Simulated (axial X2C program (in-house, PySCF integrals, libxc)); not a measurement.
**Curves of GdBr from open-shell CI on f7 s2**

Computed with an in-house all-electron X2C program for linear molecules (integrals from PySCF): two-component X2C with atomic mean-field Coulomb and Gaunt terms, basis Gd dyall-v3z, Br dyall-v3z (cores contracted in-house). Orbitals come from Hartree–Fock averaged over the configuration Gd f7 s2; CI then distributes these electrons over the f, s shells of Gd.

Scan along the bond; masses Gd 157.924 u, Br 78.918 u. Energies in cm⁻¹ from the lowest point; levels are followed by energy order within each Ω. Lowest level at 2.649 Å: 100% f7 s2.

```json
{"R (Å)": "2.464", "(1)Ω=7/2": "1814", "(1)Ω=5/2": "1818", "(1)Ω=3/2": "1820", "(1)Ω=1/2": "1821"}
{"R (Å)": "2.556", "(1)Ω=7/2": "434", "(1)Ω=5/2": "438", "(1)Ω=3/2": "440", "(1)Ω=1/2": "441"}
{"R (Å)": "2.649", "(1)Ω=7/2": "0", "(1)Ω=5/2": "4", "(1)Ω=3/2": "6", "(1)Ω=1/2": "7"}
{"R (Å)": "2.755", "(1)Ω=7/2": "337", "(1)Ω=5/2": "341", "(1)Ω=3/2": "343", "(1)Ω=1/2": "344"}
{"R (Å)": "2.861", "(1)Ω=7/2": "1277", "(1)Ω=5/2": "1280", "(1)Ω=3/2": "1283", "(1)Ω=1/2": "1284"}
{"R (Å)": "2.980", "(1)Ω=7/2": "2788", "(1)Ω=5/2": "2791", "(1)Ω=3/2": "2794", "(1)Ω=1/2": "2795"}
{"R (Å)": "3.126", "(1)Ω=7/2": "5012", "(1)Ω=5/2": "5016", "(1)Ω=3/2": "5018", "(1)Ω=1/2": "5019"}
```

Fit the curves (1)Ω=7/2, (1)Ω=5/2, (1)Ω=3/2, (1)Ω=1/2 near their minima.

From the open-shell CI curves, Te from the lowest:

```csv
level,Te (cm⁻¹),Re (Å),ωe (cm⁻¹)
(1)Ω=7/2,0,2.656,222.7
(1)Ω=5/2,4,2.656,222.7
(1)Ω=3/2,6,2.656,222.7
(1)Ω=1/2,7,2.656,222.7
```

Without dynamic correlation distances can be off by several hundredths of an Å (long for ionic bonds, short for multiple bonds) and the wavenumbers are rough.

Dynamic correlation is missing, so gaps between terms are too wide and other configurations may lie lower; the lowest level listed is that of this model, not necessarily the ground state. At most 4 roots were kept for each Ω > 0 (twice that for Ω = 0) within 2.2 eV of the lowest, so higher up levels can be missing between those listed; levels with Ω > 0 are doubly degenerate and listed once, Ω = 0 levels singly.
